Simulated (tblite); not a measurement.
Species: C₄H₉B.
SMILES with atom numbers: `[CH3:1][BH:2][CH:3]1[CH2:4][CH2:5]1` (hydrogens: H6, H7, H8 on C1; H9 on B2; H10 on C3; H11, H12 on C4; H13, H14 on C5)

Cartesian coordinates in Å at the GFN2-xTB level; atoms count from 1:
```xyz
14
C4H9B angstrom
C      2.2192    0.4310   -0.4691
B      0.8483    0.2279    0.2759
C     -0.4320   -0.1481   -0.4998
C     -1.4739   -1.0527    0.1420
C     -1.7840    0.3816   -0.0454
H      2.4030    1.5012   -0.5741
H      2.2480    0.0051   -1.4692
H      3.0646    0.0384    0.0925
H      0.7910    0.3898    1.4375
H     -0.3570   -0.2745   -1.5758
H     -1.9576   -1.7786   -0.4943
H     -1.2783   -1.4098    1.1414
H     -2.4876    0.6677   -0.8129
H     -1.8043    1.0204    0.8241
```

Method: GFN2-xTB as coded in tblite; computed harmonic values from a numerical Hessian at the method's own geometry, unscaled. Against measured fundamentals such values can be off by several per cent, at times by over 20. Modes of hydrogen on boron can be 10 to 20 % off. One conformer, not necessarily the lowest.

Harmonic wavenumbers (cm⁻¹): 49.2, 74.4, 224.7, 268.1, 372.4, 610.1, 766.5, 808.7, 823.3, 876.6, 900.1, 905.5, 990.3, 1012.5, 1058.3, 1064.2, 1101.1, 1118.7, 1165.2, 1170.9, 1264.8, 1366.0, 1383.7, 1439.4, 1484.5, 1485.0, 1498.1, 2607.1, 2991.9, 3019.8, 3026.3, 3035.2, 3083.0, 3085.9, 3092.5, 3107.6.

A = 14247, B = 2651, C = 2563 MHz; mass 68.080 u (most abundant isotopes); point group C1, symmetry number 1.

What is the zero-point energy?

Half the sum of the wavenumbers: 26166 cm⁻¹ = 313.01 kJ/mol.

What is S at 350 K and 1 bar for an ideal gas of classical rigid rotors and harmonic oscillators?

Translation 164.83, rotation 109.15, vibration 77.82: S = 351.8 J/(mol K).

And Cp and H(350 K) − H(0)?

Cp = 118.66 J/(mol K), of which vibrations give 85.40 (their classical limit is 36 R = 299.3); H(350 K) − H(0) = 25.55 kJ/mol without the zero-point energy, 13.91 from vibrations.

Which modes carry the vibrational entropy at 350 K?

49.2 cm⁻¹: 21.62; 74.4 cm⁻¹: 18.20; 224.7 cm⁻¹: 9.26; 268.1 cm⁻¹: 7.91; 372.4 cm⁻¹: 5.54; 610.1 cm⁻¹: 2.55 J/(mol K); the other 30 give 12.73 together.

How do the functions run with temperature in this model?

| T (K) | S (J/(mol K)) | Cp (J/(mol K)) | H − H(0) (kJ/mol) | G − H(0) (kJ/mol) | ln q(vib) |
| --- | --- | --- | --- | --- | --- |
| 150 | 279.0 | 65.3 | 7.61 | -34.23 | 1.89 |
| 250 | 317.3 | 88.5 | 15.21 | -64.11 | 3.24 |
| 298.15 | 334.1 | 102.7 | 19.81 | -79.80 | 3.88 |
| 400 | 368.6 | 133.6 | 31.86 | -115.59 | 5.27 |
| 600 | 432.7 | 182.6 | 63.77 | -195.82 | 8.14 |
| 900 | 516.4 | 230.1 | 126.25 | -338.55 | 12.51 |

q(vib) and H(0) count from the zero-point level.

Hindered rotation and anharmonicity are outside this model. Other conformers, if any are populated, would add a mixing term that is left out. The structure is chiral; the term R ln 2 for an equal mix with its mirror image is left out.
